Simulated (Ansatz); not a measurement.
Input file for Ansatz (a first-principles code): R-r2SCAN/def2-TZVPPD on CH3Br (SMILES CBr) with ghost functions, monomers drawn apart or pushed together. Files ending in .json are basis or fitting sets from the Basis Set Exchange.

Ansatz 0.2 input:
```yaml
crystal:
  periodic: [false, false, false]
  atoms:
    - {symbol: C, position_ang: [0.57662962, 1.18870876, 4.20244494]}
    - {symbol: Br, position_ang: [-0.07612412, -0.60107217, 4.65174140]}
    - {symbol: H, position_ang: [0.61245187, 1.26091085, 3.12152253]}
    - {symbol: H, position_ang: [1.56367714, 1.29671431, 4.63803551]}
    - {symbol: H, position_ang: [-0.11899713, 1.90652080, 4.62259317]}
basis:
  gaussian:
    orbitals: def2-TZVPPD.json
    ghost_atoms:
      - {symbol: C, position_ang: [0.05417364, 0.05640722, 0.16268498]}
      - {symbol: H, position_ang: [-0.12555833, -0.57143035, 1.03421359]}
      - {symbol: H, position_ang: [-0.57916204, 0.94176924, 0.21288607]}
      - {symbol: H, position_ang: [1.10137235, 0.35710060, 0.13704253]}
      - {symbol: H, position_ang: [-0.18084523, -0.50195570, -0.74246462]}
hamiltonian:
  xc: {name: r2SCAN}
scf: {lower_state_search: off}
```

Program output:

```
WARN ansatz: RAYON_NUM_THREADS=1 ignored (pool sized by the plan → 1); use --threads N
Functional definition: r2SCAN
these checks for a lower state are left out or cut short: stability, starts, cluster_reference, orbital_swaps, neighbouring_geometries, increment
integrals: 0.15 GiB planned
1135 factors; their error is unknown
mean field: 1.13 GiB planned
mean field evaluation 1: about -71126.2239 eV, gradient 4.9e1 eV
mean field evaluation 2: about -71119.0901 eV, gradient 6.7e1 eV
mean field evaluation 4: about -71131.6449 eV, gradient 2.6e0 eV
mean field evaluation 8: about -71131.6582 eV, gradient 1.2e-1 eV
mean field evaluation 16: about -71131.6386 eV, gradient 8.7e-5 eV
mean field -71131.63857734 eV, -2614.0395029610 hartree, gradient 3.4e-6 eV, S^2 0.000000; 0 other end points of the search recorded, 0 dependent functions left out
reference -71131.63859292 eV, -2614.0395035333 hartree; 22, 22 occupied and 228, 228 virtual orbitals, 1135 factors
Total energy: -71131.63859292 eV, -2614.0395035333 hartree
Checks for a lower state left out: stability, starts, cluster_reference, orbital_swaps, neighbouring_geometries, increment
```

The calculation finished and met its thresholds.

Cost: very roughly 4 core-seconds.
